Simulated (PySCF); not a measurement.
**As⁺ (arsenic, charge +1) across methods**

[Ar] 3d10 4s2 4p2, high-spin 3P determinant. All numbers are calculated (PySCF 2.14, scalar relativity through the core potential, in aug-cc-pVQZ-PP with ECP10MDF).

```
 method  E (hartree)  mean ε 4s α (eV)  mean ε 4s β (eV)  mean ε 4p α (eV)  Σ⟨r²⟩ (bohr²)   ⟨S²⟩
   MN15    -332.4946           -26.037           -23.741           -15.629          29.83  2.003
    UHF   -330.86539           -30.438           -25.303           -18.443          29.73  2.009
   PBE0    -332.0220           -25.761           -23.271           -15.252          29.46  2.003
wB97M-V    -331.8681           -28.299           -25.781           -17.316          29.57  2.002
  wB97X    -332.0962           -28.435           -26.161           -17.450          29.37  2.002
  B97-3    -332.0907           -25.712           -23.249           -15.161          29.45  2.003
    PBE    -332.0547           -23.929           -22.183           -13.969          29.53  2.002
 r2SCAN    -331.9334           -24.645           -22.399           -14.426          29.29  2.004
```

Estimate the same row for LDA.

E (hartree) = -331.5395; mean ε 4s α (eV) = -24.177; mean ε 4s β (eV) = -22.634; mean ε 4p α (eV) = -13.990; Σ⟨r²⟩ (bohr²) = 29.45; ⟨S²⟩ = 2.001.

Energies and moments cover only the electrons outside the core potential.
